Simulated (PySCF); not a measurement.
**A small calculation by hand: oscillator strength and radiative lifetime**

Si(NMe2)(SiH3) (C₂H₉NSi₂), SMILES CN(C)[Si][SiH3] (connectivity only; charge and spin as stated), neutral, multiplicity 1.

Coordinates come from a ωB97X-D3(BJ)/def2-SVP optimisation. Other conformers were not sampled.

PySCF with TDDFT-LC-ωPBE/def2-SVPD puts the first singlet state with f over 0.02 at 5.46 eV (vertical), with the transition dipole (0.697, -0.223, 0.000) in atomic units.

**Question.** Find the oscillator strength, the wavelength and the radiative lifetime that this transition would have in vacuum if emission retraced absorption.

**Answer.** 
|μ|² = 0.5355 au, so |μ| = 1.86 D. ΔE = 5.46/27.211 = 0.2007 hartree. f = (2/3) ΔE |μ|² = 0.072 (the program prints 0.072).
λ = 1239.84/5.46 = 227 nm; ν = 44038 cm⁻¹.
Einstein's coefficient A = 0.6670 ν² f s⁻¹ (ν in cm⁻¹) = 9.3e7 s⁻¹, so τ = 1/A = 11 ns. This state is S2; the lower singlet has f = 0.007. The figure is the radiative limit of this one transition; relaxation, internal conversion, crossing to triplets and a medium change what is measured.
